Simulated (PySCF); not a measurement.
C3H3ClF2. Atoms are numbered in the order given.

```xyz
9

F     -1.9146    -1.5166     0.5855
C     -1.3420    -0.3066     0.8408
F     -2.0090     0.6340     0.1202
C      0.1108    -0.3446     0.4763
C      0.6501     0.5202    -0.3823
Cl     2.3248     0.5078    -0.8213
H     -1.5006    -0.0864     1.9132
H      0.7091    -1.1214     0.9596
H      0.0679     1.3032    -0.8713
```

The structure is a stationary point at B3LYP-D3(BJ)/def2-SVP. Other conformers were not sampled.

Method: PBE/pcSseg-1 run with PySCF.

GIAO shieldings, no solvent; atoms listed in one row are averaged. δ = σ(ref) − σ: ¹⁹F against CFCl3 (σ = 133.6 ppm); ¹³C against TMS (σ = 182.0 ppm); ³⁵Cl against HCl (σ = 936.5 ppm); ¹H against TMS (σ = 31.49 ppm), references at their B3LYP-D3(BJ)/def2-TZVP geometries, non-relativistic (without spin–orbit terms, shifts of atoms bonded to Cl or Br come out too high).

Computed chemical shifts:
```tsv
nucleus	atoms	count	δ (ppm)
¹⁹F	F1	1	-144.4
¹⁹F	F3	1	-173.3
¹³C	C5	1	142.8
¹³C	C4	1	134.9
¹³C	C2	1	123.4
³⁵Cl	Cl6	1	254.8
¹H	H9	1	6.91
¹H	H7	1	6.82
¹H	H8	1	6.19
```
